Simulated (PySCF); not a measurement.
**Broadened absorption spectrum of C6H9FSi**

C₆H₉FSi.
InChI=1S/C6H9FSi/c1-5-2-6(3-7)8-4-5/h2,4H,3,8H2,1H3

Level of theory: PySCF 2.14.0, density-fitted response routines, TDDFT B3LYP/def2-SVPD, vertical, gas phase, core orbitals frozen in the response. Geometry: GFN2-xTB, one conformer, isolated molecule. Torsions of this conformer, `[CH3:1][C:2]1=[CH:3][SiH2:4][C:5]([CH2:6][F:7])=[CH:8]1`: Si4–C5–C6–F7 180°.

Computed states:

```tsv
state	E (eV)	f
S1	4.18	0.067
S2	5.45	0.0008
S3	5.69	0.0000
S4	5.70	0.0001
S5	6.14	0.030
S6	6.18	0.0023
S7	6.33	0.0020
S8	6.51	0.0001
```

Each state is given a Gaussian of 0.4 eV full width at half maximum, with ε(max) = 2.175×10⁸ f / Δν̃ (Δν̃ the width in cm⁻¹). The width is an assumption, not a result. The curve ends short of the highest state used, and states not computed would add to its high-energy end.

**Question.** Give the broadened spectrum and its maxima.

**Answer.** 
λ (nm), ε (L mol⁻¹ cm⁻¹) and a bar:
```
    209.8        849 ######
    213.0        365 ##
    216.1        141 #
    219.3         64 
    222.5         52 
    225.7         55 
    228.8         54 
    232.0         44 
    235.2         31 
    238.4         18 
    241.5          9 
    244.7          4 
    247.9          2 
    251.1          1 
    254.2          1 
    257.4          4 
    260.6         14 
    263.8         42 
    266.9        106 #
    270.1        244 ##
    273.3        497 ###
    276.5        907 ######
    279.6       1466 ##########
    282.8       2184 ###############
    286.0       2963 ####################
    289.2       3683 #########################
    292.3       4206 ############################
    295.5       4472 ##############################
    298.7       4424 ##############################
    301.9       4090 ###########################
    305.0       3569 ########################
    308.2       2924 ####################
    311.4       2266 ###############
    314.6       1666 ###########
    317.7       1181 ########
    320.9        791 #####
    324.1        507 ###
    327.3        313 ##
    330.4        189 #
    333.6        108 #
    336.8         60 
    340.0         32 
    343.1         17 
    346.3          9
```

Maxima: 297 nm (4.18 eV), ε about 4500, made up of S1 (100%); 227 nm (5.47 eV), ε about 56, made up of S2 (95%) (ε in L mol⁻¹ cm⁻¹; maxima over ε = 5, shares over 10%). At its high-energy end, 5.91 eV, the curve is still rising (ε about 850, from S5).

**Question.** What would ε be at 4.18 eV, the highest of these maxima, with half the width (0.2 eV)?

**Answer.** About 8980 L mol⁻¹ cm⁻¹ against 4490, a factor of about 2.00; a lone state at its own centre would give exactly 2.

**Question.** On this curve, what absorbance would a 10⁻³ mol/L sample give at 280 nm over a 1 cm path?

**Answer.** 280 nm is 4.428 eV, where ε is about 1500 L mol⁻¹ cm⁻¹, so A = ε c l ≈ 1.5 (Beer–Lambert, with the gas-phase spectrum and the assumed width).

**Question.** Coming from long wavelengths, where does ε first pass 100 L mol⁻¹ cm⁻¹?

**Answer.** At about 334 nm (3.71 eV), 0.47 eV below S1.
